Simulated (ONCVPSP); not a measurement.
## u(r) = r·R(r): atom against pseudo-atom (manganese (Mn))

Columns: radius, all-electron u(r) and pseudo u(r) of the 3s shell (level -85.88 eV) of manganese in the configuration [Ne] 3s2 3p6 3d5 4s2; PBE, scalar-relativistic, ONCV scheme, ONCVPSP 4.0.1.

```csv
r (bohr),all-electron,pseudo
0.070,0.0972,0.1338
0.140,-0.5072,0.2700
0.210,-0.6249,0.4086
0.280,-0.3648,0.5461
0.350,0.0420,0.6771
0.420,0.4451,0.7967
0.490,0.7731,0.9018
0.560,1.0047,0.9906
0.630,1.1433,1.0606
0.700,1.2040,1.1078
0.770,1.2056,1.1271
0.840,1.1651,1.1148
0.910,1.0973,1.0718
0.980,1.0136,1.0037
1.050,0.9223,0.9196
1.120,0.8294,0.8289
1.190,0.7388,0.7387
1.260,0.6531,0.6530
1.330,0.5736,0.5735
1.400,0.5012,0.5011
1.470,0.4360,0.4359
1.540,0.3778,0.3778
1.610,0.3264,0.3263
1.680,0.2812,0.2812
1.750,0.2417,0.2416
1.820,0.2073,0.2073
```

How many radial nodes do the two functions have?

The all-electron 3s function has n − l − 1 = 2; the pseudo-wave has 0, since the states of the same l below it are removed with the core.

At about which radius was the pseudo-wave matched?

1.30 bohr. The columns agree to 0.0005 from 1.19 bohr on; several derivatives are matched, so the curves merge somewhat inside the radius.

Where does each function peak?

Outermost all-electron maximum near 0.77 bohr, pseudo maximum near 0.77 bohr (to the table’s step).

Is the pseudo-wave norm-conserving?

Yes: the ONCV scheme keeps the norm inside the radius equal to the all-electron one, which fixes the energy derivative of the logarithmic derivative at the level.
